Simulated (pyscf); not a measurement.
## `[CH3][CH2][InH2]`, singlet

Gas-phase minimum from PySCF at ωB97X-D3(BJ)/def2-SVP, one conformer. H₃C–CH₂–InH₂ lies 8.3 kcal/mol over its isomer H₃C–InH–CH₃ (electronic energy, ωB97M-D3(BJ)). 

```
C
H 1 1.1041
H 1 1.1043 2 105.12
C 1 1.5313 2 110.96 3 119.96
H 4 1.1025 1 111.75 2 -179.21
H 4 1.1026 5 106.66 1 122.35
H 4 1.1042 5 107.18 6 114.50
In 1 2.1647 2 107.41 3 -113.93
H 8 1.7344 1 120.91 2 54.47
H 8 1.7360 9 119.45 1 -179.90
```
Charge 0, spin multiplicity 1.

Properties at ωB97X-D3(BJ)/def2-SVP:

| Property | Value |
|---|---|
| Harmonic wavenumbers, unscaled | 63, 182, 209, 376, 462, 508, 637, 641, 939, 971, 1065, 1220, 1253, 1410, 1448, 1481, 1490, 1796, 1810, 3048, 3070, 3116, 3129, 3145 cm⁻¹ |
| Zero-point energy | 47.8 kcal/mol |
| Rotational symmetry number | 1 |
| Entropy of this conformer at 298 K and 1 atm, rigid rotor and harmonic oscillator, modes under 100 cm⁻¹ raised to 100 | 323.5 J/(mol K) |
| Dipole moment | 0.68 D |

Single-point totals, which compare only within one level (frozen core for MP2 and CC):

```csv
level,total energy (hartree)
ωB97X-D3(BJ)/def2-TZVP,-270.67586
PBE/def2-TZVP,-270.42572
r²SCAN/def2-TZVP,-270.56362
B3LYP-D3(BJ)/def2-TZVP,-270.63670
PBE0-D3(BJ)/def2-TZVP,-270.44945
M06-2X/def2-TZVP,-270.42439
ωB97M-D3(BJ)/def2-TZVP,-270.59606
HF/def2-TZVPP,-269.00964
MP2/def2-TZVPP,-269.66807
CCSD/def2-TZVPP,-269.69916
CCSD(T)/def2-TZVPP,-269.72225
```

Soft torsions are taken as harmonic, which can shift the entropy by several J/(mol K). The CCSD(T) − MP2 part came from Ansatz, without density fitting, on the same reference. The frozen core leaves the outer d or s,p core shells of the metals and heavy elements correlated in the MP2 and CC values, and def2-TZVPP describes them poorly, so these totals are far from the basis limit. Elements past Kr carry the def2 core potentials, without spin-orbit coupling.
